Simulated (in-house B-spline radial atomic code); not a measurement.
Orbital energies and mean radii along the 10-electron series, configuration [He] 2s2 2p6. The effective charge is n√(-2ε), a non-relativistic measure. Computed with a radial B-spline atomic code at the basis-set limit: Dirac-Hartree-Fock, average of the configuration, finite nuclei.

```csv
ion,Z,energy of 2p3/2 (Eh),mean radius of 2p3/2 (bohr),energy of 1s1/2 (Eh),mean radius of 1s1/2 (bohr),effective charge of 2p3/2
Ne,10,-0.84827,0.96604,-32.817,0.15737,2.605
Mg2+,12,?,?,?,?,?
Al3+,13,-4.4664,0.59625,-59.925,0.11991,5.9775
Si4+,14,-6.1855,0.53074,-71.006,0.11105,7.0345
P5+,15,?,?,?,?,?
S6+,16,-10.382,0.43583,-96.227,0.096697,9.1137
```

Problem. Fill in the row of Mg2+.

Solution. energy of 2p3/2 (Eh): -3.0017; mean radius of 2p3/2 (bohr): 0.68121; energy of 1s1/2 (Eh): -49.865; mean radius of 1s1/2 (bohr): 0.13028; effective charge of 2p3/2: 4.9004.

Problem. Fill in the row of P5+.

Solution. energy of 2p3/2 (Eh): -8.1578; mean radius of 2p3/2 (bohr): 0.47852; energy of 1s1/2 (Eh): -83.106; mean radius of 1s1/2 (bohr): 0.10339; effective charge of 2p3/2: 8.0785.

Problem. How does the screening of 2p3/2 change?

Solution. Z less the effective charge goes from 7.39 at Z = 10 to 6.89 at Z = 16.
